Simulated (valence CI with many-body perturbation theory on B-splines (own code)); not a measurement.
The numbers below are computed, except where a source is named.
# Hyperfine factors and g values of Nd³⁹⁺

Level of theory: configuration interaction combined with many-body perturbation theory (CI+MBPT): three valence electrons over a frozen Dirac-Fock core [Ar], a basis of 7 s, 7 p, 8 d, 6 f, 4 g, 1 h functions for each j, with the one-electron correlation potential Σ1, the two-electron term Σ2, the three-electron term Σ3, Breit, model QED; selected CI, second order for the rest, scaled by the run's own slope (own B-spline code, finite nucleus).

The last digits are not significant, and no measured levels were compared; by estimate large intervals hold to a few tenths of a per cent, small ones and those within an open d or f shell to about a per cent. Only levels of the ground parity were solved; by the run's estimate the other parity begins above the list, which can be wrong where configurations are misplaced.

A/g_I is the dipole constant over the nuclear g factor μ/I (μ in nuclear magnetons, uniformly magnetised nucleus), B/Q the quadrupole constant per barn. Both hold the static response of the core; the bare values leave it out. Large factors of s and p1/2 electrons are usually good to 5 to 10 %; those of open d and f shells near neutrality can be off by tens of per cent, and small factors of p3/2, d and f electrons come from cancelling terms and can be off by a factor of two or in sign, in half-filled shells by more. B is blank for J = 1/2, where it vanishes, and for nearly pure S terms. Energies count from the lowest level.

Levels are named by their leading jj configuration (3d3/2^4 stands for four electrons in 3d with j = 3/2), which in mixed levels can hold well under half, so a name can repeat and another be missing. Letters in brackets count levels of one name in rising energy.

| Level | E (cm⁻¹) | g | A/g_I (MHz) | A/g_I bare | B/Q (MHz/b) | B/Q bare |
| --- | --- | --- | --- | --- | --- | --- |
| (3d3/2^3) J=3/2 | 0 | 0.646 | 49600 | 49100 | -25100 | -25600 |
| (3d3/2^2 3d5/2) J=5/2 [a] | 167840 | 1.045 | 28100 | 28200 | -13800 | -14000 |
| (3d3/2^2 3d5/2) J=3/2 | 212730 | 1.226 | 22400 | 22800 | -8900 | -9050 |
| (3d3/2^2 3d5/2) J=7/2 | 224260 | 1.074 | 29400 | 29500 | 6140 | 6230 |
| (3d3/2^2 3d5/2) J=9/2 | 233420 | 1.069 | 30900 | 31100 | 29100 | 29500 |
| (3d3/2^2 3d5/2) J=1/2 | 242340 | 1.886 | -21900 | -20500 |  |  |
| (3d3/2^2 3d5/2) J=5/2 [b] | 359690 | 1.377 | 14800 | 15400 | 38500 | 39100 |
| (3d3/2 3d5/2^2) J=7/2 [a] | 395670 | 1.070 | 24600 | 24700 | 2150 | 2190 |
| (3d3/2 3d5/2^2) J=9/2 | 417850 | 1.133 | 24000 | 24300 | 12500 | 12700 |
| (3d3/2 3d5/2^2) J=3/2 [a] | 449870 | 1.138 | 26600 | 26800 | -29300 | -29800 |
| (3d3/2 3d5/2^2) J=1/2 | 466670 | 1.437 | -7360 | -6590 |  |  |
| (3d3/2 3d5/2^2) J=11/2 | 480110 | 1.084 | 27000 | 27200 | 62400 | 63400 |
| (3d3/2 3d5/2^2) J=5/2 [a] | 493940 | 1.176 | 13700 | 14100 | 39200 | 39800 |
| (3d3/2 3d5/2^2) J=5/2 [b] | 523580 | 1.104 | 27000 | 27200 | -8760 | -8900 |
| (3d3/2 3d5/2^2) J=7/2 [b] | 540000 | 1.105 | 27300 | 27500 | 13100 | 13400 |
| (3d3/2 3d5/2^2) J=3/2 [b] | 629540 | 1.058 | 35400 | 35500 | 25400 | 25800 |
| (3d5/2^3) J=9/2 | 639990 | 1.132 | 20300 | 20600 | 9340 | 9490 |
| (3d5/2^3) J=3/2 | 744970 | 0.963 | 29300 | 29300 | 16600 | 16800 |
| (3d5/2^3) J=5/2 | 796790 | 1.150 | 20300 | 20600 | 9450 | 9610 |

Take the isotope of mass number 143, with I = 7/2, μ = -1.065 μN and Q = -0.61 b. What is the hyperfine structure of (3d3/2^2 3d5/2) J=5/2 [a]?

From the table A = -8560 MHz, B = 8410 MHz. Shifts from the centre of gravity in MHz: F = 1: 101000, F = 2: 81300, F = 3: 52900, F = 4: 16700, F = 5: -25800, F = 6: -72800.
